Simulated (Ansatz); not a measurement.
`N[SiH](S)Cl` + H₂ → `S[SiH2]Cl` + NH₃ at 700 K and 1 bar (hydrogenolysis of the Si–N bond).

Program: Ansatz. Geometries: PBE0-D4/def2-TZVP. ΔE: electronic, gas phase. CCSD(T)/CBS adds triple-zeta CCSD(T) − MP2 to the extrapolated MP2 energy (def2 sets, frozen cores). This one scheme is used for every species. Each species was taken in one conformer, which may not be the lowest.

```json
{"species": "`N[SiH](S)Cl`", "CCSD(T)/CBS energy (Eh)": "-1203.86139", "H − E (kJ/mol)": "191.8", "S (J/(mol·K))": "437.6"}
{"species": "H₂", "CCSD(T)/CBS energy (Eh)": "-1.17544", "H − E (kJ/mol)": "46.8", "S (J/(mol·K))": "155.3"}
{"species": "`S[SiH2]Cl`", "CCSD(T)/CBS energy (Eh)": "-1148.50980", "H − E (kJ/mol)": "126.8", "S (J/(mol·K))": "380.7"}
{"species": "NH₃", "CCSD(T)/CBS energy (Eh)": "-56.50880", "H − E (kJ/mol)": "116.9", "S (J/(mol·K))": "226.5"}
```

H − E and S are ideal-gas, rigid-rotor, harmonic terms from PBE0-D4/def2-TZVP, for one conformer and one mirror image of each species. The MP2-based limit puts H₂ 0.8 mEh under its directly extrapolated value; such offsets cancel only in part. 1 Eh = 2625.50 kJ/mol, R = 8.31446 J/(mol·K).

**Question.** By hand: ΔE, ΔH, ΔS and ΔG.

**Answer.** ΔE = (-1148.50980) + (-56.50880) − (-1203.86139) − (-1.17544) = 0.01823 Eh = 47.9 kJ/mol. Δ(H − E) = 126.8 + 116.9 − 191.8 − 46.8 = 5.1, so ΔH = 53.0 kJ/mol. ΔS = 380.7 + 226.5 − 437.6 − 155.3 = 14.3 J/(mol·K). ΔG = 53.0 − 700 × (14.3)/1000 = 43.0 kJ/mol.

**Question.** By hand: the equilibrium constant, and the temperature at which ΔG would vanish if ΔH and ΔS stayed fixed.

**Answer.** log₁₀ K = −ΔG/(RT ln 10) = -3.2. ΔG = 0 at ΔH/ΔS = 3706 K, far beyond where these terms or the molecules hold.

The number of gas molecules stays the same, so ΔS is small and ΔH decides. A doubt of 5 kJ/mol in ΔE shifts log₁₀ K by 0.4 here. Other conformers and mirror images would add mixing entropy, several J/(mol·K) or more a flexible species. These are equilibria of isolated gas molecules and say nothing of rates. Largest T1 diagnostic: 0.010 (customary marks: 0.02 for closed shells, 0.045 for open ones).
